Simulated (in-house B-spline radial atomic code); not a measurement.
Computed with a B-spline radial atomic code. Model: two electrons, singlet ground state, non-relativistic, full CI in B-splines with partial waves to l = 8 (at full coupling up to 3e-4 hartree above the limit, correlation up to 0.6 % small), density held at that of full coupling by Lieb maximisation.

W(λ) is the mean repulsion in the state of coupling λ less the Hartree energy of the fixed density. Its start is exact exchange, its initial slope is twice the second-order Görling-Levy correlation energy, and its area from 0 to 1 is E_xc. A straight curve means weak, dynamic correlation, and a curve that drops fast and flattens means strong correlation.

Command:
```bash
python run_ac.py task.json out
```
Settings (lengths in bohr, energies in hartree):
```
potential              coulomb
strength               2.81
lmax                   8
wall_radius            5.98
```

Run time, properties included: 14 s on 1 thread of Intel(R) Xeon(R) Processor @ 2.30GHz, with other jobs on the host.

**W = mean repulsion less Hartree energy, and W of three functionals.**

Given: confinement point charge; nuclear charge 2.81; hard wall radius 5.98 bohr; external potential -Z/r.

Computed: PBE exchange minus exact 22.896 millihartree; SCAN exchange minus exact -4.6713 millihartree.

```json
{"coupling": "0", "W xc (hartree)": "-1.5321", "W xc minus exchange (millihartree)": "0", "kinetic minus Kohn-Sham (millihartree)": "0", "LDA (PW92) W minus its exchange (millihartree)": "0", "PBE W minus its exchange (millihartree)": "0", "SCAN W minus its exchange (millihartree)": "0"}
{"coupling": "0.02", "W xc (hartree)": "-1.534", "W xc minus exchange (millihartree)": "-1.893", "kinetic minus Kohn-Sham (millihartree)": "0", "LDA (PW92) W minus its exchange (millihartree)": "-12.83", "PBE W minus its exchange (millihartree)": "-1.82", "SCAN W minus its exchange (millihartree)": "-1.83"}
{"coupling": "0.05", "W xc (hartree)": "-1.5368", "W xc minus exchange (millihartree)": "-4.71", "kinetic minus Kohn-Sham (millihartree)": "0.1", "LDA (PW92) W minus its exchange (millihartree)": "-26.59", "PBE W minus its exchange (millihartree)": "-4.57", "SCAN W minus its exchange (millihartree)": "-4.53"}
{"coupling": "0.12", "W xc (hartree)": "-1.5433", "W xc minus exchange (millihartree)": "-11.188", "kinetic minus Kohn-Sham (millihartree)": "0.7", "LDA (PW92) W minus its exchange (millihartree)": "-51.67", "PBE W minus its exchange (millihartree)": "-11.04", "SCAN W minus its exchange (millihartree)": "-10.65"}
{"coupling": "0.25", "W xc (hartree)": "-1.555", "W xc minus exchange (millihartree)": "-22.869", "kinetic minus Kohn-Sham (millihartree)": "2.8", "LDA (PW92) W minus its exchange (millihartree)": "-87.49", "PBE W minus its exchange (millihartree)": "-22.96", "SCAN W minus its exchange (millihartree)": "-21.53"}
{"coupling": "0.4", "W xc (hartree)": "-1.5679", "W xc minus exchange (millihartree)": "-35.811", "kinetic minus Kohn-Sham (millihartree)": "7", "LDA (PW92) W minus its exchange (millihartree)": "-120.49", "PBE W minus its exchange (millihartree)": "-36.41", "SCAN W minus its exchange (millihartree)": "-33.43"}
{"coupling": "0.6", "W xc (hartree)": "-1.5843", "W xc minus exchange (millihartree)": "-52.229", "kinetic minus Kohn-Sham (millihartree)": "15.2", "LDA (PW92) W minus its exchange (millihartree)": "-156.84", "PBE W minus its exchange (millihartree)": "-53.67", "SCAN W minus its exchange (millihartree)": "-48.38"}
{"coupling": "0.8", "W xc (hartree)": "-1.5999", "W xc minus exchange (millihartree)": "-67.76", "kinetic minus Kohn-Sham (millihartree)": "26.1", "LDA (PW92) W minus its exchange (millihartree)": "-187.65", "PBE W minus its exchange (millihartree)": "-70.11", "SCAN W minus its exchange (millihartree)": "-62.43"}
{"coupling": "1", "W xc (hartree)": "-1.6146", "W xc minus exchange (millihartree)": "-82.47", "kinetic minus Kohn-Sham (millihartree)": "39.3", "LDA (PW92) W minus its exchange (millihartree)": "-214.62", "PBE W minus its exchange (millihartree)": "-85.75", "SCAN W minus its exchange (millihartree)": "-75.69"}
{"coupling": "1.4", "W xc (hartree)": "-1.6418", "W xc minus exchange (millihartree)": "-109.67", "kinetic minus Kohn-Sham (millihartree)": "71.8", "LDA (PW92) W minus its exchange (millihartree)": "-260.54", "PBE W minus its exchange (millihartree)": "-114.79", "SCAN W minus its exchange (millihartree)": "-100.14"}
{"coupling": "2", "W xc (hartree)": "?", "W xc minus exchange (millihartree)": "?", "kinetic minus Kohn-Sham (millihartree)": "?", "LDA (PW92) W minus its exchange (millihartree)": "?", "PBE W minus its exchange (millihartree)": "?", "SCAN W minus its exchange (millihartree)": "?"}
{"coupling": "3", "W xc (hartree)": "?", "W xc minus exchange (millihartree)": "?", "kinetic minus Kohn-Sham (millihartree)": "?", "LDA (PW92) W minus its exchange (millihartree)": "?", "PBE W minus its exchange (millihartree)": "?", "SCAN W minus its exchange (millihartree)": "?"}
{"coupling": "4.5", "W xc (hartree)": "-1.7848", "W xc minus exchange (millihartree)": "-252.74", "kinetic minus Kohn-Sham (millihartree)": "469", "LDA (PW92) W minus its exchange (millihartree)": "-464.39", "PBE W minus its exchange (millihartree)": "-270.88", "SCAN W minus its exchange (millihartree)": "-231.46"}
{"coupling": "7", "W xc (hartree)": "-1.8513", "W xc minus exchange (millihartree)": "-319.21", "kinetic minus Kohn-Sham (millihartree)": "845.4", "LDA (PW92) W minus its exchange (millihartree)": "-552.91", "PBE W minus its exchange (millihartree)": "-347.79", "SCAN W minus its exchange (millihartree)": "-296.09"}
{"coupling": "10", "W xc (hartree)": "-1.9039", "W xc minus exchange (millihartree)": "-371.77", "kinetic minus Kohn-Sham (millihartree)": "1286.8", "LDA (PW92) W minus its exchange (millihartree)": "-624.72", "PBE W minus its exchange (millihartree)": "-412.59", "SCAN W minus its exchange (millihartree)": "-349.46"}
```

Problem. What belongs in the row 2?

Solution. W xc (hartree): -1.6777; W xc minus exchange (millihartree): -145.65; kinetic minus Kohn-Sham (millihartree): 132.8; LDA (PW92) W minus its exchange (millihartree): -316.05; PBE W minus its exchange (millihartree): -153.42; SCAN W minus its exchange (millihartree): -132.57.

Problem. What belongs in the row 3?

Solution. W xc (hartree): -1.7275; W xc minus exchange (millihartree): -195.42; kinetic minus Kohn-Sham (millihartree): 256.2; LDA (PW92) W minus its exchange (millihartree): -386.96; PBE W minus its exchange (millihartree): -207.37; SCAN W minus its exchange (millihartree): -177.92.

Problem. What is the LDA exchange minus exact?

Solution. 213.88 millihartree.

**Energy parts, natural occupations and partial-wave weights.**

Computed: total energy -6.2944 hartree; exchange energy -1.5321 hartree; correlation energy -0.04317 hartree; initial slope twice GL2 -0.094906 hartree; kinetic part over minus potential part 0.47653; Kohn-Sham kinetic 6.2549 hartree; Lieb Oxford ratio E_xc over LDA exchange 1.195.

| natural | occupation of the shell (electrons) |
| --- | --- |
| s | 1.9925 |
| p | 0.0039091 |
| s | ? |
| d | 0.00018415 |
| p | 0.00013563 |
| s | 6.1767e-05 |

Problem. What belongs in the row s?

Solution. occupation of the shell (electrons): 0.0031792.

```
wave      weight
   s     0.99785
   p    0.002029
   d           ?
   f  1.4567e-05
   g  3.3907e-06
```

Problem. What belongs in the row d?

Solution. weight: 0.00010321.

Problem. What is the Hartree energy?

Solution. 3.0642 hartree.

Problem. What is the kinetic part of the DFT correlation energy?

Solution. 0.0393 hartree.

Half-way to full coupling W has made 53 % of its drop, against 50 % for a straight line, and second-order (GL2) theory, half the initial slope, overshoots the correlation energy by about 10 %: a moderate bend, as in light atoms. Over couplings 0 to 1 the errors in E_xc come to about +126 millihartree for LDA, +22 millihartree for PBE, -1.5 millihartree for SCAN, so SCAN is nearest. In LDA and PBE and SCAN the errors of exchange and correlation have opposite signs, so the sum is smaller than the larger of the two.
